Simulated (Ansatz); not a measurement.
This geometry of FH$_{5}$OSi$_{2}$ (9 atoms, charge 0, multiplicity 1) is a first-order saddle point.

Theory: Ansatz, RKS LDA/def2-SVP.

```xyz
9
Properties=species:S:1:pos:R:3
O -0.627 0.242 1.788
Si -0.808 -0.277 0.231
F -2.025 0.533 -0.482
Si 1.195 0.215 -0.857
H -1.333 0.012 2.420
H -1.225 -1.725 0.180
H 0.955 1.209 -1.962
H 1.773 -1.041 -1.459
H 2.185 0.784 0.124
```

(1) Which two structures does it join? (They come from a converged band through this point; their orientation in space is the band's.)

(2) How far does it lie above each of them?

Results:

(1) No bond is made or broken. The dihedral F3–Si2–Si4–H9 goes from 62 to -178°. The two ends are copies of one structure, up to a mirror image or an exchange of like atoms.

Image 0:

```xyz
9
Properties=species:S:1:pos:R:3
O -0.368 -0.604 1.771
Si -0.831 -0.174 0.245
F -1.773 1.152 0.303
Si 1.123 0.362 -0.887
H -1.040 -0.990 2.362
H -1.684 -1.240 -0.395
H 0.796 0.873 -2.266
H 1.999 -0.856 -1.018
H 1.867 1.431 -0.132
```

Image 6:

```xyz
9
Properties=species:S:1:pos:R:3
O -0.951 0.779 1.448
Si -0.765 -0.358 0.265
F -1.963 -0.223 -0.827
Si 1.250 0.132 -0.777
H -1.681 0.663 2.083
H -0.888 -1.756 0.817
H 1.232 1.552 -1.277
H 1.466 -0.797 -1.943
H 2.388 -0.039 0.195
```

(2) 1.0 kcal/mol above the first and 1.0 kcal/mol above the second. This is the barrier of this one path; another mechanism may lie lower.

Time of the run: 2.2 min on 1 thread of AMD EPYC (Zen 3), with other jobs on the host, peak memory 0.12 GiB.
